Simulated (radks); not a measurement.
Question: I+, 52 electrons, occupied as [Kr] 4d10 5s2 5p4 (the NIST ground configuration). Calculated with a radial shooting solver on a logarithmic mesh with Libxc functionals: scalar-relativistic Kohn-Sham, SCAN, spin-polarised, spherical densities, finite nucleus; open shells are filled with parallel spins first (spin-orbit coupling, left out, can overturn this in heavy ions); meta-GGA in the generalised Kohn-Sham scheme; Fermi nuclear charge, rms radius 4.75 fm. Some entries of the table are withheld. Estimate them.

orbital  occ.  eigenvalue (eV)  <1/r> (bohr^-1)
1s up       1        -33050.56            56.83
1s down     1        -33050.48            56.83
2s up       1        -5132.392            13.04
2s down     1        -5132.359            13.04
2p up       3        -4603.699            12.46
2p down     3        -4603.630            12.46
3s up       1        -1050.933            4.683
3s down     1        -1050.879            4.683
3p up       3        -878.1687            4.444
3p down     3        -878.0935            4.444
3d up       5        -620.3236            4.199
3d down     5        -620.2389            4.199
4s up       1        -194.8510            1.880
4s down     1        -194.6852            1.878
4p up       3        -140.4125              (1)
4p down     3        -140.2615              (2)
4d up       5         -60.9394              (3)
4d down     5         -60.6813              (4)
5s up       1         -27.7458              (5)
5s down     1         -25.7468              (6)
5p up       3         -16.4189           0.5572
5p down     1         -14.4848           0.5524

Answer: 
(1) 4p up <1/r> (bohr^-1): 1.723
(2) 4p down <1/r> (bohr^-1): 1.722
(3) 4d up <1/r> (bohr^-1): 1.439
(4) 4d down <1/r> (bohr^-1): 1.442
(5) 5s up <1/r> (bohr^-1): 0.6705
(6) 5s down <1/r> (bohr^-1): 0.6785
